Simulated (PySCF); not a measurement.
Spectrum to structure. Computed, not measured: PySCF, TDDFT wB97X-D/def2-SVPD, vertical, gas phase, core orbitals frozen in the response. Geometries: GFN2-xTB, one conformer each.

```
state  E (eV)       f  main configurations (H = HOMO, L = LUMO)
   S1    7.14  0.0007                     H→L (68%), H-2→L (8%)
   S2    7.92  0.0093     H-1→L (29%), H→L+2 (20%), H-4→L (12%)
   S3    8.22  0.0006     H→L (17%), H-4→L+2 (17%), H-1→L (13%)
   S4    8.31  0.0094     H-1→L (35%), H-4→L (20%), H-3→L (14%)
   S5    8.42  0.0031   H-2→L (22%), H-4→L+2 (15%), H-3→L (13%)
   S6    8.90   0.035                  H→L+1 (68%), H→L+3 (10%)
   S7    9.04   0.023   H-1→L+2 (28%), H→L+2 (16%), H-6→L (10%)
   S8    9.12   0.025     H-6→L (15%), H→L+2 (13%), H-2→L (11%)
```

Triplets computed (Tamm–Dancoff): 6.39, 6.69, 7.03 eV.

Task: Which candidate is it? All have the formula C6H8FN.
A. `C(=C)=C/C(CN)=C\F`
B. `[C@]1(C#N)(CC[C@H]1C)F`
C. `C[C@@H]1C[C@@H](C#N)[C@H]1F`

Result: B. Its S1 lies at 7.14 eV; the nearest of the others has S1 at 7.69 eV. S1 is HOMO→LUMO (68%), HOMO-2→LUMO (8%). Löwdin shares by element: HOMO carbon 46% or more, nitrogen 14% (atoms not listed hold the other 39%); LUMO carbon 38% or more, nitrogen 25%, fluorine 11% (atoms not listed hold the other 26%). At the same level the other candidates give, for their lowest levels:
- `C[C@@H]1C[C@@H](C#N)[C@H]1F`: 7.69 eV (f 0.000); 7.98 eV (f 0.005); 8.02 eV (f 0.006); 8.69 eV (f 0.007); 8.83 eV (f 0.037); T1 6.49 eV; HOMO -10.82, LUMO 1.89 eV
- `C=C=C/C(=C\F)CN`: 5.57 eV (f 0.001); 5.75 eV (f 0.002); 5.88 eV (f 0.675); 6.29 eV (f 0.001); 6.67 eV (f 0.001); T1 3.49 eV; HOMO -8.48, LUMO 0.97 eV
